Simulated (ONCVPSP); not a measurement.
PBEsol ONCV dataset for vanadium, fully relativistic all-electron reference.

- Element: vanadium
- Generator: ONCVPSP 4.0.1
- Type: optimised norm-conserving Vanderbilt (ONCV)
- Functional: PBEsol
- Relativity: fully relativistic
- Frozen core: [Ne]
- Valence charge: 13
- Reference configuration: 3s2 3p6 3d3 4s1.5 (charge +0.5)
- Partial waves: 3s+4s: rc 1.25 bohr, ncon 3, nbas 6, qcut 12.1 1/bohr, 2 projectors; 3p: rc 1.45 bohr, ncon 3, nbas 7, qcut 10.8 1/bohr, 2 projectors, debl 2.2 Ha; 3d: rc 1.25 bohr, ncon 5, nbas 9, qcut 10.6 1/bohr, 2 projectors, debl 2.8 Ha
- Local potential: polynomial inside 1.15 bohr (lpopt 5, dvloc0 6 Ha)
- Core correction: none

Open shells are filled in proportion to 2j + 1.

All-electron outer shells of the reference configuration (PBEsol, scalar-relativistic, ld1.x):

```json
{"shell": "2p", "level (eV)": "-506.38", "outermost node (bohr)": "–", "outermost maximum (bohr)": "0.21"}
{"shell": "3s", "level (eV)": "-73.66", "outermost node (bohr)": "0.38", "outermost maximum (bohr)": "0.82"}
{"shell": "3p", "level (eV)": "-47.58", "outermost node (bohr)": "0.35", "outermost maximum (bohr)": "0.84"}
{"shell": "3d", "level (eV)": "-8.76", "outermost node (bohr)": "–", "outermost maximum (bohr)": "0.90"}
{"shell": "4s", "level (eV)": "-7.72", "outermost node (bohr)": "1.17", "outermost maximum (bohr)": "2.69"}
```

Task: Does the generator finish with these settings?

Result: Yes, a potential is produced and its reference levels are reproduced.

Task: Estimate the cutoffs (Ha) at which the residual kinetic energy of the hardest occupied pseudo-wave falls to 1 and 0.1 mHa per electron.

Result: 52 Ha and 108 Ha.

Task: What does a ghost test show?

Result: No bound ghost flagged; no localised positive-energy state flagged.

Task: Which valence shell sets the plane-wave cutoff?

Result: 3d: 52 Ha for 1 mHa per electron, against 40 Ha for 3s.

Task: Tests: 3s2 3p6 3d3 4s2; 3s2 3p6 3d3 4s1; 3s2 3p6 3d3 4s0; 3s2 3p6 3d3 4s0 4p2. Which has the largest error in its energy relative to the reference configuration, and how large is it?

Result: 3s2 3p6 3d3 4s0, with +1.0 meV (all-electron minus pseudo) on +18.85 eV.
